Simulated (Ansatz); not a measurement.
H3InOSSe, SMILES `[OH][In]([SH])[SeH]`, 7 atoms. Charge 0, multiplicity 1. Correlated methods include outer-core shells of In, Se, which these sets cover unevenly. Scalar relativity is left out up to krypton. In: def2 effective core potential. All runs use 4 threads of an Arm Neoverse V1 on a shared host. Correlated methods freeze the cores.

(1) Give the basis size and wall time and peak host memory of each of these runs in Ansatz. RHF-MP2/def2-QZVPP energy; RHF-CCSD(T)/def2-SVP energy; RKS PBE0-D4/def2-TZVP frequencies; RKS BLYP-D4/def2-TZVPP energy; RKS ωB97M-V/def2-SVP energy; RKS PBE0-D4/def2-TZVP relaxation (8 steps); direct RPA on PBE orbitals/def2-TZVPP energy; RKS PBE-QIDH (frozen core)/def2-TZVPP energy; RKS B3LYP-D4/def2-TZVPP energy and forces; RKS ωB97M-V/def2-TZVPP energy and forces; RKS PBE0-D4/def2-SVP energy; RKS PBE0-D4/def2-QZVPP energy. (Best estimate.)

## Answers

(1) Computed: Other jobs shared the machine, so times are rough.

```csv
level,job,functions,wall time,peak host memory (GiB)
RKS PBE0-D4/def2-SVP,energy,105,1.5 s,0.25
RKS BLYP-D4/def2-TZVPP,energy,213,2.4 s,0.3
RKS B3LYP-D4/def2-TZVPP,energy and forces,213,5.5 s,0.7
direct RPA on PBE orbitals/def2-TZVPP,energy,213,6 s,0.51
RKS PBE-QIDH (frozen core)/def2-TZVPP,energy,213,6.5 s,0.59
RKS ωB97M-V/def2-SVP,energy,105,6.5 s,0.37
RHF-CCSD(T)/def2-SVP,energy,105,7.5 s,0.48
RKS PBE0-D4/def2-QZVPP,energy,388,9.5 s,1.5
RKS ωB97M-V/def2-TZVPP,energy and forces,213,14 s,0.87
RHF-MP2/def2-QZVPP,energy,388,18 s,1.8
RKS PBE0-D4/def2-TZVP,relaxation (8 steps),184,37 s,0.57
RKS PBE0-D4/def2-TZVP,frequencies,184,2.2 min,0.56
```

B3LYP here is the variant with VWN-RPA as its local correlation; programs differ in this.
